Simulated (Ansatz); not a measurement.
`[F][Sc]([Cl])[Cl]` + H₂O → `[OH][Sc]([Cl])[Cl]` + H–F  (formal hydrolysis of the Sc–F bond)

Calculated with Ansatz (gas phase, PBE0-D4/def2-TZVP geometries, no zero-point term in ΔE). CCSD(T)/CBS is the MP2 limit (def2-TZVPP, def2-QZVPP) plus CCSD(T) − MP2 in def2-TZVPP, frozen cores. This one scheme is used for every species. Functionals use def2-TZVPP. HSE06 is defined as in plane-wave codes. For Sc outer-core shells are correlated without core-valence functions, which leaves a few kJ/mol of doubt a bond. Scalar relativity is left out up to krypton. One conformer a species, not always the lowest.

| level | ΔE (kJ/mol) |
| --- | --- |
| r2SCAN0-D4 | 46.1 |
| PBE-QIDH | 42.6 |
| r2SCANh | 48.9 |
| HSE06 | 47.2 |
| LC-ωPBE | 50.1 |
| HF/def2-TZVPP | 45.9 |
| HF/def2-QZVPP | 47.9 |
| MP2/def2-QZVPP | 36.7 |

What does CCSD(T)/CBS give? (An estimate is asked.)

The calculation gave: +38.3 kJ/mol. The listed levels differ from it by 7.8, 4.3, 10.6, 8.9, 11.8, 7.6, 9.6, -1.6 kJ/mol.

What do rigid-rotor, harmonic-oscillator terms from PBE0-D4/def2-TZVP frequencies (298.15 K, 1 bar) make of the CCSD(T)/CBS value? (Best estimate.)

Ansatz gave: ΔZPE = -3.8 kJ/mol, ΔH = +35.4 kJ/mol, ΔS = -3 J/(mol·K), ΔG = +36.4 kJ/mol.

Largest T1 diagnostic among the species: 0.015.

At CCSD(T), def2-SVP lies +3.6 kJ/mol from the extrapolated value and def2-TZVPP +2.2 kJ/mol. From BLYP to BHLYP (50 % exact exchange), in def2-TZVPP and without D4, ΔE moves by −6.3 kJ/mol.
